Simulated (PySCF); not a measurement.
Gas-phase reaction: 4 TiCl3OH + 2 O → TiO2 + 3 TiCl4 + 4 OH

Method: PySCF energies (xtb for GFN2) plus ideal-gas RRHO corrections (1 bar). † marks an energy on the PBE0/def2-TZVP geometry and frequencies; other levels use their own. 6-31G* has spherical d functions here. Open shells (unrestricted): O (multiplicity 3, electronic degeneracy 9), OH (multiplicity 2, electronic degeneracy 4); the rest are closed-shell singlets. GFN2 has no spin-polarisation term. Spin-orbit splitting is ignored; it lowers the true energy and changes the entropy of O, OH. B3LYP is the form with VWN-RPA correlation. TiCl3OH: computed as isolated molecules; such fragments, hydroxides, amides, oligomers or adducts are transient or little studied in the gas. The harmonic model lacks anharmonicity and excited electronic states, which grow with temperature; levels with a mode under 35 cm⁻¹ are left out. Soft modes under 120 cm⁻¹ make the harmonic entropy rough for TiCl3OH, TiCl4. Warning, point group unlike the PBE0 one: TiCl3OH (GFN2-xTB, HF/6-31G*).

| level | ΔE electronic, kJ | ΔH°(298 K), kJ | ΔS°(298 K), J/K | ΔG°(2000 K), kJ |
|---|---|---|---|---|
| B3LYP/6-31G* | 724 | 702 | 199 | 380 |
| B3LYP/def2-TZVP† | 672 | 650 | 188 | 351 |
| GFN2-xTB | 756 | 734 | 278 | 244 |
| HF/6-31G* | 877 | 856 | 164 | 603 |
| M06-2X/def2-TZVP† | 772 | 751 | 188 | 451 |
| PBE0/def2-QZVP† | 683 | 661 | 188 | 362 |
| PBE0/def2-TZVP | 692 | 670 | 188 | 370 |
| ωB97X-V/def2-TZVP† | 716 | 694 | 188 | 395 |
ΔH° is lowest at B3LYP/def2-TZVP† and highest at HF/6-31G*. No reference value is set beside these.
